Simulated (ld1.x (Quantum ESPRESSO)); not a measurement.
**u(r) = r·R(r): atom against pseudo-atom (lithium (Li))**

Columns: radius, all-electron u(r) and pseudo u(r) of the 1s shell (level -60.41 eV) of lithium in the configuration 1s2 2s0 2p0; PBE, scalar-relativistic, PAW scheme, ld1.x (Quantum ESPRESSO) 7.5.

```tsv
r (bohr)	all-electron	pseudo
0.238	1.1006	0.5279
0.475	1.1369	0.8283
0.712	0.9115	0.8363
0.950	0.6645	0.6602
1.188	0.4623	0.4623
1.425	0.3132	0.3132
1.662	0.2082	0.2082
1.900	0.1361	0.1361
2.137	0.0881	0.0881
2.375	0.0564	0.0564
2.612	0.0360	0.0360
2.850	0.0228	0.0228
3.088	0.0143	0.0143
3.325	0.0090	0.0090
3.562	0.0057	0.0057
3.800	0.0035	0.0035
4.037	0.0022	0.0022
4.275	0.0014	0.0014
4.512	0.0009	0.0009
4.750	0.0005	0.0005
4.988	0.0003	0.0003
5.225	0.0002	0.0002
5.462	0.0001	0.0001
5.700	0.0001	0.0001
5.938	0.0000	0.0000
6.175	0.0000	0.0000
```

(1) How many radial nodes do the two functions have?

(2) At about which radius was the pseudo-wave matched?

(3) Where does each function peak?

(4) Is the pseudo-wave norm-conserving?

Results:

(1) The all-electron 1s function has n − l − 1 = 0; the pseudo-wave has 0.

(2) 1.20 bohr, where the columns begin to agree (steps of 0.24 bohr).

(3) Outermost all-electron maximum near 0.47 bohr, pseudo maximum near 0.71 bohr (to the table’s step).

(4) No, it belongs to a PAW set: the norm inside the radius is not constrained, and the difference is carried by the augmentation charge.
